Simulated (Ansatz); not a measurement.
`C#COC(N)[SiH3]`, charge 0, multiplicity 1.

(1) Give a relaxed structure at PBE0-D4/def2-TZVP (the Gaussian-basis code of Ansatz). (Estimate.)

## Answers

(1) Ansatz gave: 
```xyz
13

C     1.915   -0.394   -2.204
C     0.850   -0.110   -1.724
O    -0.292    0.183   -1.209
C    -0.523   -0.379    0.169
N    -1.892   -0.484    0.432
Si    0.333    0.754    1.442
H     2.851   -0.625   -2.650
H    -0.068   -1.373    0.145
H    -2.387   -1.110   -0.188
H    -2.369    0.403    0.495
H    -0.547    1.939    1.623
H     0.466    0.024    2.727
H     1.664    1.173    0.944
```
This is one stationary point; other conformers may exist.
